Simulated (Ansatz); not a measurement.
`[SiH3]B[CH2][InH2]` and `[SiH3]BCS[SiH3]` differ in one atom or group.

Ansatz, PBE0-D4/def2-TZVP geometries, multiplicity 1. Each molecule was computed in one conformer, which needn't be the lowest.

Elements past krypton have def2 core potentials.

```csv
property,`[SiH3]B[CH2][InH2]`
LUMO energy (ωB97M-V/def2-TZVPP) / eV,0.07
size of the dipole moment (B3LYP/def2-TZVPP) / D,0.81
size of the dipole moment (PBE/def2-TZVPP) / D,0.92
HOMO–LUMO gap (B3LYP/def2-TZVPP) / eV,5.63
HOMO–LUMO gap (ωB97M-V/def2-TZVPP) / eV,9.78
HOMO–LUMO gap (PBE/def2-TZVPP) / eV,4.22
```

Give the same properties after the change, and the shifts. (An estimate is asked.)

Ansatz gave: 
```
                                        property  `[SiH3]BCS[SiH3]`  shift
           LUMO energy (ωB97M-V/def2-TZVPP) / eV              -0.22  -0.29
size of the dipole moment (B3LYP/def2-TZVPP) / D               1.74   0.93
  size of the dipole moment (PBE/def2-TZVPP) / D               1.67   0.75
           HOMO–LUMO gap (B3LYP/def2-TZVPP) / eV               4.47  -1.16
         HOMO–LUMO gap (ωB97M-V/def2-TZVPP) / eV               9.05  -0.73
             HOMO–LUMO gap (PBE/def2-TZVPP) / eV               2.73  -1.49
```

With PBE0 the HOMO rises by 0.53 eV and the LUMO falls by 0.61 eV, so the gap narrows by about 1.14 eV. PBE moves the HOMO by 0.69 eV and ωB97M-V by 0.44 eV. Dipoles are sizes alone; their direction can turn.

B3LYP here is the variant with VWN-RPA as its local correlation; programs differ in this.
